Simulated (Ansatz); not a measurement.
System: CClFI, net charge 0, doublet state. It need not be the lowest isomer of its formula. SMILES: F[C](Cl)I
Geometry: optimised at B3LYP-D3(BJ)/def2-TZVP (Ansatz, a program for electronic structure).

Quantity: atomisation energy (electronic, to ground-state atoms), in kcal/mol. Cores are frozen in the correlated levels unless marked. Open shells are spin-unrestricted. No spin-orbit coupling. Frozen are the shells of the preceding noble gas and the d and f shells that filled before the atom's block. Past Kr the def2 sets carry scalar-relativistic core potentials. The coupled-cluster limit lacks core correlation, which all-electron functionals hold. Basis-set limits of correlation are two-point, X^-3; Hartree-Fock from the larger set. The bracket is a focal-point correction in the basis named.

| level | program | atomisation energy (kcal/mol) | minus last row |
|---|---|---|---|
| HF/def2-TZVPP | Ansatz | 144.3 | -104.6 |
| SVWN5/def2-TZVPD | Ansatz | 328.1 | 79.2 |
| r2SCANh/def2-TZVPD | Ansatz | 254.8 | 5.9 |
| B2PLYP-D4/def2-TZVPD | Ansatz + dftd4 | 248.2 | -0.7 |
| RI-MP2/def2-QZVPP | Ansatz | 260.1 | 11.2 |
| RI-MP2/CBS(def2-TZVPP,def2-QZVPP)+[CCSD(T)-MP2]/def2-SVP | Ansatz | 252.1 | 3.2 |
| RI-MP2/CBS(def2-TZVPP,def2-QZVPP)+[CCSD(T)-MP2]/def2-TZVPP | Ansatz | 248.9 | 0.0 |
